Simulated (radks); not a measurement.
Values are calculated unless marked as measured or tabulated.
Valence configurations of Nd+ (all share [Xe]). Level of theory: Dirac Kohn-Sham, PBE, spin-unpolarised, spherical densities, point nucleus; open shells fill j = l - 1/2 first (a radial shooting solver on a logarithmic mesh with Libxc functionals). Energies are relative to 4f4 6s1; eigenvalues in eV.

\begin{tabular}{lrrrrr}
valence & E (eV) & e(4f5/2) & e(5d3/2) & e(6p1/2) & e(6s1/2) \\ \hline
4f4 6s1 & 0.000 & -7.737 & - & - & -8.189 \\
4f3.5 5d0.5 6s1 & 0.615 & -10.237 & -8.039 & - & -8.471 \\
4f4 5d1 & 0.973 & -5.939 & -6.185 & - & - \\
4f4 6s0.5 6p0.5 & 1.380 & -8.240 & - & -5.715 & -8.482 \\
4f3 5d1 6s1 & 2.246 & -13.049 & -8.679 & - & -8.735 \\
4f4 6p1 & 2.766 & -8.737 & - & -5.989 & - \\
4f3 6s1 6p1 & 5.697 & -16.404 & - & -6.955 & -10.196 \\
4f3 6s0.5 6p1.5 & 7.322 & -16.883 & - & -7.176 & -10.435 \\
4f2 5d2 6s1 & 9.070 & -19.379 & -9.959 & - & -9.187 \\
4f1 5d3 6s1 & 21.335 & -26.438 & -11.215 & - & -9.549 \\
\end{tabular}

NIST lists [Xe] 4f4 6s1 as the ground configuration; this level of theory agrees among the configurations tried. The energies are those of spherical spin-averaged densities, not of single terms.
